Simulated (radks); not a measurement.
Initial-state core-level shifts of neutral samarium when its valence configuration changes from [Xe] 4f6 6s2. Method: Dirac Kohn-Sham, PBE, spin-unpolarised, spherical densities, finite nucleus; open shells are shared between the two j in proportion to 2j + 1; Fermi nuclear charge, rms radius 5.0819 fm; computed with a radial shooting solver on a logarithmic mesh with Libxc functionals. Shifts are changes of the shell-averaged eigenvalues in eV (positive: less bound); the change of the density at the nucleus, which sets a Mossbauer isomer shift, is in e/bohr^3, on a base of 5.332e+05.

| valence | 1s | 2s | 4s | 4p | density at nucleus |
|---|---|---|---|---|---|
| 4f6 6s1.5 6p0.5 | -0.650 | -0.642 | -0.637 | -0.639 | -8.91 |
| 4f6 5d1 6s1 | +0.913 | +0.965 | +0.945 | +0.954 | -22.53 |
| 4f4 5d2 6s2 | -13.212 | -14.457 | -15.268 | -14.888 | +66.57 |
| 4f5 5d1 6s2 | -6.098 | -6.642 | -7.073 | -6.917 | +30.61 |
| 4f5.5 5d1 6s1.5 | -2.228 | -2.443 | -2.669 | -2.597 | +1.15 |
| 4f6 5d0.5 6s1.5 | +0.527 | +0.554 | +0.543 | +0.547 | -11.90 |
